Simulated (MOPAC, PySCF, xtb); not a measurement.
Isomers of CH3NO: 1 is NC=O, 2 is CN=O; one conformer of each (the lowest of an xTB search), B3LYP-D3(BJ)/def2-TZVP minima.
Isomer 1 (charge 0, multiplicity 1):
```
atom    x (Å)    y (Å)    z (Å)
----  -------  -------  -------
N     -0.6935  -0.0314  -0.0093
C      0.6612   0.0338   0.0080
O      1.3082   1.0440  -0.1452
H     -1.2270   0.8098  -0.1588
H     -1.1758  -0.9022   0.1246
H      1.1269  -0.9540   0.1806
```
Isomer 2 (charge 0, multiplicity 1):
```json
[
 {"atom": "C", "x (Å)": "-0.4336", "y (Å)": "0.0054", "z (Å)": "-0.0054"},
 {"atom": "N", "x (Å)": "0.9377", "y (Å)": "0.4023", "z (Å)": "0.3811"},
 {"atom": "O", "x (Å)": "1.7996", "y (Å)": "-0.2316", "z (Å)": "-0.1609"},
 {"atom": "H", "x (Å)": "-0.4296", "y (Å)": "-0.8142", "z (Å)": "-0.7248"},
 {"atom": "H", "x (Å)": "-0.9562", "y (Å)": "-0.2610", "z (Å)": "0.9164"},
 {"atom": "H", "x (Å)": "-0.9178", "y (Å)": "0.8991", "z (Å)": "-0.4064"}
]
```

No zero-point or thermal terms.

Rows in 6-31G*, STO-3G carry no dispersion term and start afresh at each structure (6-31G* with six Cartesian d functions). The state that PM3 reach isn't checked.

The values were computed with MOPAC for PM3 (differences of heats of formation); PySCF for 6-31G* rows, STO-3G rows; xtb for the GFN methods. 

### Question
One of these levels gives 95.8 kJ/mol for the electronic energy of isomer 2 less that of isomer 1. Name it.
(A) PM3
(B) HF/6-31G*
(C) HF/STO-3G
(D) GFN1-xTB

### Answer
C, HF/STO-3G. The others give 198.4 (PM3), 321.5 (GFN1-xTB), 266.6 (HF/6-31G*)
